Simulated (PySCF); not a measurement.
## Bond curve of AsI

Set-up: As cc-pVTZ-PP with ECP10, I cc-pVTZ-PP with ECP28; scalar-relativistic core potentials (PySCF 2.14). Energies in eV from As + I in their ground configurations at the same level. State: ³Σ⁻ (triplet), unpaired electrons π ↑↑.

All columns are PBE0. A positive dipole means As(−)I(+).

```csv
R (Å),E (eV),μ (D),Mulliken charge on As (basis-dependent),HOMO (eV),LUMO (eV),Mayer bond order,⟨S²⟩
2.153,-1.323,0.64,-0.01,-5.89,-2.56,1.53,2.01
2.253,-1.959,0.26,0.01,-6.09,-2.70,1.46,2.01
2.353,-2.296,-0.14,0.04,-6.28,-2.83,1.40,2.01
2.428,-2.410,-0.44,0.07,-6.42,-2.92,1.35,2.01
2.503,-2.436,-0.75,0.09,-6.55,-3.01,1.30,2.01
2.578,-2.399,-1.05,0.11,-6.67,-3.09,1.26,2.01
2.678,-2.278,-1.44,0.14,-6.81,-3.19,1.21,2.01
2.803,-2.055,-1.90,0.17,-6.95,-3.31,1.14,2.02
2.954,-1.733,-2.40,0.20,-7.07,-3.64,1.07,2.03
3.154,-1.290,-2.90,0.22,-7.13,-4.18,0.95,2.10
```

A fit through these points gives, at Re = 2.493 Å, μ = -0.71 D and dμ/dR = -4.02 D/Å; the reduced mass is 47.11 u.

Question: How strong is the fundamental in the double-harmonic approximation, I = 42.26·(dμ/dR)²/μred km/mol?

Answer: I = 42.26·(-4.02)²/47.11 = 14.5 km/mol at PBE0.

These are scalar-relativistic numbers at best; spin–orbit coupling would shift them, the dissociation energy most. The state is the lowest determinant that a PBE0 search found; another state may lie lower at other levels.
